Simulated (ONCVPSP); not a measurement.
## An all-electron radial function and its pseudo partner (H)

Columns: radius, all-electron u(r) and pseudo u(r) of the 1s shell (level -6.49 eV) of hydrogen in the configuration 1s1; PBE, scalar-relativistic, ONCV scheme, ONCVPSP 4.0.1.

```
r (bohr)  all-electron  pseudo
   0.072        0.1285  0.1059
   0.145        0.2403  0.2098
   0.217        0.3341  0.3055
   0.290        0.4145  0.3931
   0.362        0.4809  0.4686
   0.435        0.5366  0.5330
   0.507        0.5816  0.5847
   0.580        0.6182  0.6256
   0.652        0.6466  0.6559
   0.725        0.6686  0.6778
   0.798        0.6846  0.6926
   0.870        0.6951  0.7014
   0.942        0.7013  0.7057
   1.015        0.7036  0.7063
   1.088        0.7026  0.7040
   1.160        0.6986  0.6993
   1.232        0.6923  0.6925
   1.305        0.6837  0.6838
   1.378        0.6734  0.6734
   1.450        0.6617  0.6617
   1.522        0.6488  0.6488
   1.595        0.6347  0.6347
   1.668        0.6197  0.6197
   1.740        0.6044  0.6044
   1.812        0.5886  0.5886
   1.885        0.5722  0.5722
```

**Question.** How many radial nodes do the two functions have?

**Answer.** The all-electron 1s function has n − l − 1 = 0; the pseudo-wave has 0.

**Question.** At about which radius was the pseudo-wave matched?

**Answer.** 1.45 bohr. The columns agree to 0.0005 from 1.23 bohr on; several derivatives are matched, so the curves merge somewhat inside the radius.

**Question.** Is the pseudo-wave norm-conserving?

**Answer.** Yes: the ONCV scheme keeps the norm inside the radius equal to the all-electron one, which fixes the energy derivative of the logarithmic derivative at the level.
